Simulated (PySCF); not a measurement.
## Computed structure and properties of [PbCl5]−

System: [PbCl5]− (singlet); start: template (C4v). Method: PySCF 2.14.0, RKS PBE0, Pb def2-SVP with ECP60, Cl def2-SVP; non-relativistic Hamiltonian with scalar-relativistic core potentials where named; density fitting; no spin-orbit coupling.

Input of the relaxation:

```python
mol = gto.M(atom='''
Pb    -0.00000    -0.00000    -0.01968
Cl     0.00000     0.00000     2.34252
Cl     2.30040    -0.00000    -0.55638
Cl     0.00000     2.30040    -0.55638
Cl    -2.30040     0.00000    -0.55638
Cl    -0.00000    -2.30040    -0.55638''',
    basis={'Pb': 'def2-SVP', 'Cl': 'def2-SVP'},
    ecp={'Pb': 'def2-SVP'},
    charge=-1, spin=0)
mf = dft.RKS(mol, xc='PBE0')
mf.grids.atom_grid = (50, 194)
mf = mf.density_fit()  # fitting sets: Pb def2-universal-JKFIT, Cl def2-universal-JKFIT
mf.conv_tol = 1e-08; mf.max_cycle = 55
mf.kernel(dm0)  # dm0: converged density of the start geometry
# quasi-Newton relaxation in Cartesian coordinates to a largest gradient under 0.00045 Eh/bohr, steps kept in the point group
```

Run from Python with OMP_NUM_THREADS=2; the lines above give its settings. Where DIIS fails, smearing, a level shift and second-order steps follow.
It took 29 s on 2 threads of Arm Neoverse V2, on a shared host, from the converged density of the start.

Course of the relaxation:

```csv
step,energy above end (eV),largest force component within the symmetry (eV/Å)
0,0.6728,2.220
1,0.0974,0.735
2,0.0076,0.198
3,0.0001,0.027
4,0.0000,0.006
5,0.0000,0.002
```

Relaxed geometry (C4v):

```xyz
6

Pb    0.0000    0.0000   -0.0271
Cl    0.0000    0.0000    2.4411
Cl    2.4475    0.0000   -0.5792
Cl    0.0000    2.4475   -0.5792
Cl   -2.4475    0.0000   -0.5792
Cl    0.0000   -2.4475   -0.5792
```

```csv
contact,Å
Pb1–Cl2 (Cl),2.468
Pb1–Cl3 (Cl),2.509
Pb1–Cl4 (Cl),2.509
Pb1–Cl5 (Cl),2.509
Pb1–Cl6 (Cl),2.509
```

On the finer grid (75, 302):

```yaml
HOMO: -4.05 eV
LUMO: -0.31 eV
Dipole_about_the_centre_of_mass: 0.18 D
Set_of_Mulliken_populations_of_Pb1_outside_the_core_potential: s 3.32, p 7.50, d 10.35
D3_BJ_dispersion_energy_not_in_the_energies: -0.295 eV
```

```tsv
atom	Mulliken (e)	Löwdin (e)	spin (e)
Pb1	0.82	-0.04	0.00
Cl2	-0.35	-0.17	0.00
Cl3	-0.37	-0.20	0.00
Cl4	-0.37	-0.20	0.00
Cl5	-0.37	-0.20	0.00
Cl6	-0.37	-0.20	0.00
```

On the grid (50, 194), as all that follows. Harmonic modes: 1 unstable but soft, so probably a saddle point, though modes this soft are near the noise (counted below −25 cm⁻¹); lowest -37 cm⁻¹ (negative: unstable), highest 316 cm⁻¹, zero-point energy 0.135 eV.

Taking off one Cl (charge -1, singlet; the rest: singlet) in vacuum, both parts rigid, costs 4.87 eV; the small basis without counterpoise inflates it.

Rigid scan of Cl along the line from its metal:

```csv
distance to Cl2 (Å),energy (eV)
2.17,0.767
2.27,0.292
2.37,0.063
2.47,0.000
2.57,0.048
2.67,0.168
2.87,0.519
3.17,1.111
3.57,1.795
4.07,2.400
```

One start shape was tried, so this needn't be the lowest isomer.
